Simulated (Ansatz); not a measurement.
Reaction (formal exchange of groups at a B–C bond): `CC[BH][SnH3]` + `CF` → `FC[BH][SnH3]` + `CC`

Program: Ansatz. Geometries: PBE0-D4/def2-TZVP. ΔE: electronic, gas phase. CBS: MP2 limit from def2 TZ/QZ plus the TZ coupled-cluster correction, frozen cores. This one scheme is used for every species. Functionals use def2-TZVPP. B3LYP here is the variant with VWN-RPA as its local correlation; programs differ in this. def2 core potentials past Kr. For Sn outer-core shells are correlated without core-valence functions, which leaves a few kJ/mol of doubt a bond. One conformer a species, not always the lowest.

`CC[BH][SnH3]`:

Cartesian coordinates in Å:
```
C -1.303 1.777 0.443
C -0.843 0.408 -0.042
B 0.528 -0.122 0.439
Sn 1.594 -1.818 -0.594
H -0.702 2.571 -0.008
H -2.347 1.972 0.187
H -1.198 1.866 1.527
H -1.004 0.282 -1.118
H -1.490 -0.381 0.400
H 1.021 0.324 1.438
H 3.086 -1.289 -1.249
H 0.693 -2.482 -1.893
H 1.966 -3.107 0.470
```

`CF`:

```xyz
5

C    -0.032   -0.045    0.026
F     0.688    0.968   -0.565
H    -0.702    0.383    0.775
H     0.659   -0.743    0.503
H    -0.613   -0.563   -0.740
```

`FC[BH][SnH3]`:

```xyz
10

F    -0.446   -1.644    1.146
C     0.078   -0.431    1.576
B     0.311    0.627    0.476
Sn   -0.179    0.202   -1.678
H    -0.595   -0.021    2.345
H     1.026   -0.635    2.098
H     0.762    1.673    0.840
H    -1.842   -0.144   -1.860
H     0.698   -1.149   -2.244
H     0.188    1.522   -2.701
```

`CC`:

Z-matrix (Å, degrees):
```
C
C 1 1.519
H 1 1.093 2 111.4
H 1 1.093 2 111.4 3 120.0
H 1 1.093 2 111.4 3 -120.0
H 2 1.093 1 111.4 3 180.0
H 2 1.093 1 111.4 3 -60.0
H 2 1.093 1 111.4 3 60.0
```

```
             level  ΔE (kcal/mol)  difference from CCSD(T)/CBS
            PBE-D4           -2.3                         -1.1
         r2SCAN-D4           -2.5                         -1.3
           PBE0-D4           -1.9                         -0.7
          B3LYP-D4           -2.3                         -1.1
           ωB97X-V           -2.3                         -1.1
           ωB97M-V           -2.4                         -1.2
            B2PLYP           -2.2                         -1.0
               PBE           -2.7                         -1.5
            r2SCAN           -2.6                         -1.4
              PBE0           -2.2                         -1.0
             B3LYP           -2.8                         -1.6
     HF/def2-TZVPP           -2.2                         -1.0
    MP2/def2-TZVPP           -0.8                          0.4
SCS-MP2/def2-TZVPP           -1.0                          0.2
   CCSD/def2-TZVPP           -1.5                         -0.3
CCSD(T)/def2-TZVPP           -1.4                         -0.2
     HF/def2-QZVPP           -2.0                         -0.8
    MP2/def2-QZVPP           -0.7                          0.5
SCS-MP2/def2-QZVPP           -0.9                          0.3
      HF/CBS(def2)           -2.0                         -0.8
     MP2/CBS(def2)           -0.7                          0.5
    CCSD/CBS(def2)           -1.4                         -0.2
       CCSD(T)/CBS           -1.2                            0
```

Largest T1 diagnostic among the species: 0.013.

In def2-TZVPP, CCSD(T) changes the Hartree–Fock value by +0.8 kcal/mol (the triples alone add +0.2 kcal/mol) and MP2 by +1.4 kcal/mol.
